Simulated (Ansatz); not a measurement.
Molecule: Si2Cl6 (charge 0, singlet). 
Structure (B3LYP-D3(BJ)/def2-TZVP (Ansatz, a program for electronic structure) minimum search):
SMILES: Cl[Si](Cl)(Cl)[Si](Cl)(Cl)Cl
```xyz
8

Cl    -1.4391    -1.5131     1.6558
Si    -1.1371    -0.2313     0.0933
Cl    -2.1547     1.5094     0.4255
Cl    -1.7949    -1.0922    -1.6393
Si     1.1371     0.2313    -0.0933
Cl     1.7949     1.0922     1.6393
Cl     2.1547    -1.5094    -0.4255
Cl     1.4391     1.5131    -1.6558
```

Quantity: atomisation energy (electronic, to ground-state atoms), in kJ/mol. Correlated levels leave the core frozen unless marked. UHF or UKS for open shells. No spin-orbit coupling. Non-relativistic unless marked X2C. The coupled-cluster limit lacks core correlation, which all-electron functionals hold. CBS marks a two-point X^-3 extrapolation of the correlation energy; Hartree-Fock from the larger set.

| level | program | atomisation energy (kJ/mol) |
|---|---|---|
| revPBE-D3(BJ)/def2-TZVPD | Ansatz + dftd3 | (withheld) |
| B3LYP-D3(BJ)/def2-TZVPD | Ansatz + dftd3 | 2570.4 |
| r2SCAN0-D4/def2-TZVPD | Ansatz + dftd4 | (withheld) |
| CAM-B3LYP/def2-TZVPD | Ansatz | 2513.2 |
| wB97M-V/def2-TZVPD | Ansatz | (withheld) |
| SCS-MP2/cc-pVTZ | Ansatz | 2526.2 |
| SCS-MP2/cc-pV(Q+d)Z | Ansatz | 2644.4 |
| CCSD/aug-cc-pV(D+d)Z | Ansatz | (withheld) |
| CCSD/cc-pwCVTZ | Ansatz | 2439.8 |
| X2C-CCSD(T)/cc-pVTZ-DK | Ansatz | 2463.9 |
| CCSD(T)/CBS(cc-pV(T+d)Z,cc-pV(Q+d)Z) | Ansatz | 2657.1 |

Question: Fill in the missing entries.

Answer: 
- revPBE-D3(BJ)/def2-TZVPD, atomisation energy (kJ/mol): 2607.7
- r2SCAN0-D4/def2-TZVPD, atomisation energy (kJ/mol): 2625.2
- wB97M-V/def2-TZVPD, atomisation energy (kJ/mol): 2654.1
- CCSD/aug-cc-pV(D+d)Z, atomisation energy (kJ/mol): 2302.7
